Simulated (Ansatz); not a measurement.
Reaction (silylene formation by 1,1-elimination): `NC[SiH2]BF` → `NCBF` + `[SiH2]`

Program: Ansatz. Geometries: PBE0-D4/def2-TZVP. ΔE: electronic, gas phase. CBS: MP2 limit from def2 TZ/QZ plus the TZ coupled-cluster correction, frozen cores. This one scheme is used for every species. DFT in def2-TZVPP. One conformer a species, not always the lowest.

```json
{"level": "PBE-D4", "ΔE (kcal/mol)": "46.7", "difference from CCSD(T)/CBS": "2.5"}
{"level": "r2SCAN-D4", "ΔE (kcal/mol)": "48.6", "difference from CCSD(T)/CBS": "4.4"}
{"level": "PBE0-D4", "ΔE (kcal/mol)": "47.5", "difference from CCSD(T)/CBS": "3.3"}
{"level": "ωB97M-V", "ΔE (kcal/mol)": "42.3", "difference from CCSD(T)/CBS": "-1.9"}
{"level": "B2PLYP", "ΔE (kcal/mol)": "42.5", "difference from CCSD(T)/CBS": "-1.7"}
{"level": "PBE", "ΔE (kcal/mol)": "44.9", "difference from CCSD(T)/CBS": "0.7"}
{"level": "r2SCAN", "ΔE (kcal/mol)": "48.2", "difference from CCSD(T)/CBS": "4.0"}
{"level": "PBE0", "ΔE (kcal/mol)": "46.0", "difference from CCSD(T)/CBS": "1.8"}
{"level": "HF/def2-TZVPP", "ΔE (kcal/mol)": "37.8", "difference from CCSD(T)/CBS": "-6.4"}
{"level": "SCS-MP2/def2-TZVPP", "ΔE (kcal/mol)": "43.7", "difference from CCSD(T)/CBS": "-0.5"}
{"level": "CCSD(T)/def2-TZVPP", "ΔE (kcal/mol)": "42.7", "difference from CCSD(T)/CBS": "-1.5"}
{"level": "MP2/def2-QZVPP", "ΔE (kcal/mol)": "47.0", "difference from CCSD(T)/CBS": "2.8"}
{"level": "SCS-MP2/def2-QZVPP", "ΔE (kcal/mol)": "44.7", "difference from CCSD(T)/CBS": "0.5"}
{"level": "HF/CBS(def2)", "ΔE (kcal/mol)": "37.9", "difference from CCSD(T)/CBS": "-6.3"}
{"level": "MP2/CBS(def2)", "ΔE (kcal/mol)": "47.7", "difference from CCSD(T)/CBS": "3.5"}
{"level": "CCSD/CBS(def2)", "ΔE (kcal/mol)": "42.9", "difference from CCSD(T)/CBS": "-1.3"}
{"level": "CCSD(T)/CBS", "ΔE (kcal/mol)": "44.2", "difference from CCSD(T)/CBS": "0"}
```

Largest T1 diagnostic among the species: 0.014.

In def2-TZVPP, CCSD(T) changes the Hartree–Fock value by +4.9 kcal/mol (the triples alone add +1.3 kcal/mol) and MP2 by +8.3 kcal/mol. The D4 term adds +2.8 kcal/mol with B3LYP and +1.5 kcal/mol with PBE0; it sums over pairs of atoms, weighted by their polarisabilities, and B3LYP, whose exchange is more repulsive, gets the larger term. From PBE to PBE0 (25 % exact exchange), in def2-TZVPP and without D4, ΔE moves by +1.1 kcal/mol.

B3LYP here is the variant with VWN-RPA as its local correlation; programs differ in this.
